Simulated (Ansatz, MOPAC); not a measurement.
Molecule: carbon diselenide, CSe2 (charge 0, singlet). SMILES: [Se]=C=[Se]
Coordinates optimised at B3LYP-D3(BJ)/def2-TZVP (Ansatz, an electronic-structure program):
```xyz
3

Se     0.0000     0.0000    -1.6965
C      0.0000     0.0000     0.0000
Se     0.0000     0.0000     1.6965
```

Quantity: vertical ionisation energy to the doublet, in eV. Set-up: LANL2DZ with its own core potentials from Na on; no dispersion term unless named; PM7 with its own dispersion and hydrogen-bond terms; 6-31G* and kin with 6d, 5d where marked; no spin-orbit coupling; open shells spin-unrestricted; valence correlation only (noble-gas shells and the d and f shells of earlier blocks); non-relativistic; each state is the SCF solution reached for its charge and spin. Ab initio and DFT rows: single points at B3LYP-D3(BJ) geometries (Ansatz). Semi-empirical rows: differences of heats of formation at the shared geometry for vertical values. A UHF reference is markedly spin-contaminated in at least one set, which strains HF and MP2.

| level | program | vertical ionisation energy to the doublet (eV) |
|---|---|---|
| AM1 | MOPAC | 7.27 |
| PM6 | MOPAC | 8.43 |
| PM7 | MOPAC | 7.71 |
| MNDO | MOPAC | 8.19 |
| HF/6-31G* | Ansatz | 7.98 |
| PBE/6-31G* | Ansatz | 9.28 |
| PBE/6-31G* with LANL2DZ past Ar | Ansatz | 9.38 |
| B3LYP/STO-3G | Ansatz | 7.51 |
| B3LYP/3-21G | Ansatz | 9.15 |
| B3LYP/6-31G* | Ansatz | 9.33 |
| B3LYP/6-31G* with LANL2DZ past Ar | Ansatz | 9.40 |
| MP2/6-31G* | Ansatz | 9.68 |
| MP2/6-31G* with LANL2DZ past Ar | Ansatz | 9.30 |
| PBE/def2-TZVPD | Ansatz | 9.29 |
| PBE0/def2-TZVPD | Ansatz | 9.33 |

No value to compare with is used here. The 13 habitual levels span 7.27 (AM1) to 9.68 eV (MP2/6-31G*); PBE0/def2-TZVPD gives 9.33.

The levels are drawn from those run, B3LYP/6-31G* more often than the rest, none by its result; left out are runs that failed, that the program found above a lower state of the same kind, or whose <S^2> lies over 0.5 above the pure value.
